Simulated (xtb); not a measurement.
chlorotrifluoromethane (CClF3), singlet, from a rough starting geometry; GFN2-xTB run with xtb.

The xtb input:
```
$ xtb mol.xyz --gfn 2 --opt vtight --json

# file mol.xyz
5

F     -0.55585124    -0.65148381    -1.03944289
C     -0.09957537    -0.04435788     0.01817693
F     -0.53410212     1.15613252     0.04574067
F     -0.45996318    -0.66585725     1.12512748
Cl     1.70705623     0.00548027    -0.08957166
```

It wrote (shortened):

```
   ID    Z sym.   atoms
    1    9 F      1, 3, 4
    2    6 C      2
    3   17 Cl     5

           -------------------------------------------------
          |                Calculation Setup                |
           -------------------------------------------------

           -------------------------------------------------
          |                 G F N 2 - x T B                 |
           -------------------------------------------------

          ...................................................
          :                      SETUP                      :
          :.................................................:
          :  # basis functions                  26          :
          :  # atomic orbitals                  25          :
          :  # shells                           11          :
          :  # electrons                        32          :
          :  max. iterations                   250          :
          :  Hamiltonian                  GFN2-xTB          :
          :  restarted?                      false          :
          :  GBSA solvation                  false          :
          :  PC potential                    false          :
          :  electronic temp.          300.0000000     K    :
          :  accuracy                    1.0000000          :
          :  -> integral cutoff          0.2500000E+02      :
          :  -> integral neglect         0.1000000E-07      :
          :  -> SCF convergence          0.1000000E-05 Eh   :
          :  -> wf. convergence          0.1000000E-03 e    :
          :  Broyden damping             0.4000000          :
          :  net charge                          0          :
          :  unpaired electrons                  0          :
          ...................................................

 iter      E             dE          RMSdq      gap      omega  full diag
   1    -20.8563034 -0.208563E+02  0.587E+00    7.75       0.0  T
   2    -20.9227393 -0.664359E-01  0.407E+00    6.59       1.0  T
   3    -20.9270300 -0.429065E-02  0.226E+00    6.80       1.0  T
   4    -20.9273626 -0.332643E-03  0.218E-01    6.74       1.0  T
   5    -20.9274227 -0.600958E-04  0.152E-01    6.79       1.0  T
   6    -20.9274439 -0.212403E-04  0.110E-01    6.80       1.0  T
   7    -20.9274762 -0.322829E-04  0.574E-02    6.83       1.0  T
   8    -20.9274769 -0.634346E-06  0.422E-03    6.84      10.6  T
   9    -20.9274769 -0.648139E-07  0.264E-04    6.84     169.1  T
  10    -20.9274769 -0.660236E-10  0.113E-04    6.84     397.0  T

   *** convergence criteria satisfied after 10 iterations ***

         :::::::::::::::::::::::::::::::::::::::::::::::::::::
         ::                     SUMMARY                     ::
         :::::::::::::::::::::::::::::::::::::::::::::::::::::
         :: total energy             -20.878842169584 Eh    ::
         :: gradient norm              0.054214473304 Eh/a0 ::
         :: HOMO-LUMO gap              6.840872958410 eV    ::
         ::.................................................::
         :: SCC energy               -20.927476791913 Eh    ::
         :: -> isotropic ES            0.043639350524 Eh    ::
         :: -> anisotropic ES          0.004120826560 Eh    ::
         :: -> anisotropic XC         -0.021366067435 Eh    ::
         :: -> dispersion             -0.002295054623 Eh    ::
         :: repulsion energy           0.048634622329 Eh    ::
         :: add. restraining           0.000000000000 Eh    ::
         :: total charge               0.000000000000 e     ::
         :::::::::::::::::::::::::::::::::::::::::::::::::::::

      -----------------------------------------------------------
     |                   =====================                   |
     |                        A N C O P T                        |
     |                   =====================                   |
     |               Approximate Normal Coordinate               |
     |                Rational Function Optimizer                |
      -----------------------------------------------------------
      -----------------------------------------------------------
     |                   =====================                   |
     |                        A N C O P T                        |
     |                   =====================                   |
     |               Approximate Normal Coordinate               |
     |                Rational Function Optimizer                |
      -----------------------------------------------------------

          ...................................................
          :                      SETUP                      :
          :.................................................:
          :   optimization level         verytight          :
          :   max. optcycles                   200          :
          :   ANC micro-cycles                  20          :
          :   degrees of freedom                 9          :
          :.................................................:
          :   RF solver                   davidson          :
          :   write xtbopt.log                true          :
          :   linear?                        false          :
          :   energy convergence         0.1000000E-06 Eh   :
          :   grad. convergence          0.2000000E-03 Eh/α :
          :   maxmium RF displ.          1.0000000          :
          :   Hlow (freq-cutoff)         0.1000000E-01      :
          :   Hmax (freq-cutoff)         5.0000000          :
          :   S6 in model hess.         20.0000000          :
          ...................................................

generating ANC from exact Hessian ...
Using Lindh-Hessian (1995)
 Shifting diagonal of input Hessian by    0.0000000000000000
 Lowest  eigenvalues of input Hessian
    0.000000    0.000000    0.000000    0.000000    0.000000    0.000000
    0.106623    0.115676    0.248992    0.308365    0.341826    0.694368
[...]
 * total energy  :   -20.8788422 Eh     change       -0.3117862E-10 Eh
 * total energy  :   -20.8807265 Eh     change       -0.1884302E-02 Eh
 * total energy  :   -20.8813010 Eh     change       -0.5745191E-03 Eh
 * total energy  :   -20.8813805 Eh     change       -0.7948878E-04 Eh
 * total energy  :   -20.8814079 Eh     change       -0.2740728E-04 Eh
 * total energy  :   -20.8814103 Eh     change       -0.2459176E-05 Eh
 * total energy  :   -20.8814106 Eh     change       -0.2961366E-06 Eh
 * total energy  :   -20.8814107 Eh     change       -0.2509492E-07 Eh
   *** GEOMETRY OPTIMIZATION CONVERGED AFTER 8 ITERATIONS ***
[...]
          :  -> wf. convergence          0.1000000E-03 e    :
          :  Broyden damping             0.4000000          :
          :  net charge                          0          :
          :  unpaired electrons                  0          :
          ...................................................

 iter      E             dE          RMSdq      gap      omega  full diag
   1    -20.9225202 -0.209225E+02  0.197E-04    7.15       0.0  T
   2    -20.9225202 -0.195470E-10  0.113E-04    7.15     397.0  T
   3    -20.9225202 -0.544276E-11  0.710E-05    7.15     629.8  T

   *** convergence criteria satisfied after 3 iterations ***

         :::::::::::::::::::::::::::::::::::::::::::::::::::::
         ::                     SUMMARY                     ::
         :::::::::::::::::::::::::::::::::::::::::::::::::::::
         :: total energy             -20.881410667488 Eh    ::
         :: gradient norm              0.000057920447 Eh/a0 ::
         :: HOMO-LUMO gap              7.154424173943 eV    ::
         ::.................................................::
         :: SCC energy               -20.922520094535 Eh    ::
         :: -> isotropic ES            0.043964505612 Eh    ::
         :: -> anisotropic ES          0.004001907308 Eh    ::
         :: -> anisotropic XC         -0.020240472643 Eh    ::
         :: -> dispersion             -0.002297109207 Eh    ::
         :: repulsion energy           0.041109427047 Eh    ::
         :: add. restraining           0.000000000000 Eh    ::
         :: total charge               0.000000000000 e     ::
         :::::::::::::::::::::::::::::::::::::::::::::::::::::

           -------------------------------------------------
          |                Property Printout                |
           -------------------------------------------------

    * Orbital Energies and Occupations

         #    Occupation            Energy/Eh            Energy/eV
      -------------------------------------------------------------
         1        2.0000           -1.1149268             -30.3387
       ...           ...                  ...                  ...
         4        2.0000           -0.9175186             -24.9670
         5        2.0000           -0.7098051             -19.3148
         6        2.0000           -0.6705686             -18.2471
         7        2.0000           -0.6705645             -18.2470
         8        2.0000           -0.6663609             -18.1326
         9        2.0000           -0.5920536             -16.1106
        10        2.0000           -0.5920491             -16.1105
        11        2.0000           -0.5790237             -15.7560
        12        2.0000           -0.5788119             -15.7503
        13        2.0000           -0.5788069             -15.7501
        14        2.0000           -0.5432884             -14.7836
        15        2.0000           -0.4912227             -13.3669
        16        2.0000           -0.4912224             -13.3668 (HOMO)
        17                         -0.2283021              -6.2124 (LUMO)
        18                         -0.0634259              -1.7259
        19                         -0.0634105              -1.7255
        20                         -0.0445701              -1.2128
        21                         -0.0445700              -1.2128
        22                          0.0716159               1.9488
        23                          0.0920357               2.5044
        24                          0.0921502               2.5075
        25                          0.0934578               2.5431
      -------------------------------------------------------------
                  HL-Gap            0.2629203 Eh            7.1544 eV
             Fermi-level           -0.3597623 Eh           -9.7896 eV

     #   Z          covCN         q      C6AA      α(0)
     1   9 F        0.816    -0.155    10.783     3.879
     2   6 C        3.241     0.551    17.433     6.769
     3   9 F        0.816    -0.155    10.783     3.879
     4   9 F        0.816    -0.155    10.783     3.879
     5  17 Cl       0.964    -0.085   101.800    15.436

 Mol. C6AA /au·bohr⁶  :        572.004664
 Mol. C8AA /au·bohr⁸  :      16237.166960
 Mol. α(0) /au        :         33.842426

Wiberg/Mayer (AO) data.
largest (>0.10) Wiberg bond orders for each atom

 ---------------------------------------------------------------------------
     #   Z sym  total        # sym  WBO       # sym  WBO       # sym  WBO
 ---------------------------------------------------------------------------
     1   9 F    1.132 --     2 C    0.986
     2   6 C    3.886 --     4 F    0.986     1 F    0.986     3 F    0.986
                             5 Cl   0.928
     3   9 F    1.132 --     2 C    0.986
     4   9 F    1.132 --     2 C    0.986
     5  17 Cl   1.079 --     2 C    0.928
 ---------------------------------------------------------------------------

Topologies differ in total number of bonds
Writing topology from bond orders to xtbtopo.mol

molecular dipole:
                 x           y           z       tot (Debye)
 q only:        0.127       0.003      -0.007
   full:        0.419       0.009      -0.023       1.067
molecular quadrupole (traceless):
                xx          xy          yy          xz          yz          zz
 q only:       -0.074      -0.017       0.037       0.011       0.001       0.037
  q+dip:        1.629       0.007      -0.818      -0.117      -0.000      -0.811
   full:        2.081       0.022      -1.044      -0.154      -0.001      -1.036

optimized geometry written to: xtbopt.xyz

           -------------------------------------------------
          | TOTAL ENERGY              -20.881410667488 Eh   |
          | GRADIENT NORM               0.000057920447 Eh/α |
          | HOMO-LUMO GAP               7.154424173943 eV   |
           -------------------------------------------------

normal termination of xtb
```
